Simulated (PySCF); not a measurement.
# How the method changes the shape and vibrations of BCl2H2 anion

Calculated results; nothing here was measured. The program is PySCF 2.14.0, an open-source quantum chemistry code, run on an isolated molecule that a program drew, which may never have been made. The molecule is BCl2H2 anion (charge -1, singlet), drawn as the SMILES string `Cl[BH2-]Cl`.

The geometry was optimised and harmonic frequencies were computed with HF and MP2, all in the aug-cc-pV(D+d)Z basis, for the commonest isotopes, with a restricted reference for singlets and an unrestricted one otherwise, and a frozen core in MP2. Each result is a local minimum of its method.

Geometry at the HF minimum:
```xyz
5
BCl2H2 anion, angstrom
Cl   -1.0502    2.1099    0.4535
B    -1.6126    1.2402    2.0999
Cl   -1.3725   -0.6822    1.9252
H    -2.7911    1.4515    2.2427
H    -0.8863    1.6220    2.9834
```

Lengths of the bonds as drawn, in Å (atoms numbered as above):
| bond | HF | MP2 |
|---|---|---|
| Cl1-B2 | 1.945 | 1.925 |
| B2-Cl3 | 1.945 | 1.925 |
| B2-H4 | 1.206 | 1.215 |
| B2-H5 | 1.206 | 1.215 |

Rotational constants, in GHz:
```
constant,HF,MP2
A,26.25,26.6
B,2.837,2.893
C,2.617,2.668
```

Harmonic frequencies in cm^-1, each column in rising order, so a row needn't be the same motion in every method:
```
rank,HF,MP2
1,228,226
2,509,566
3,563,576
4,829,790
5,971,929
6,1149,1088
7,1255,?
8,2564,2496
9,2616,2551
```

**Estimate the missing MP2 frequency from the HF column.**

A single factor s that minimises the squared misfit of MP2 against s times HF over the other rows is sum(HF x MP2) / sum(HF^2) = 0.9734, with an rms misfit of 30 cm^-1. For rank 7 it gives 0.9734 x 1255 = 1222 cm^-1. The calculation gives 1194 cm^-1, 28 cm^-1 below the estimate. The drawn bonds are on average 0.1 % shorter in MP2 than in HF.
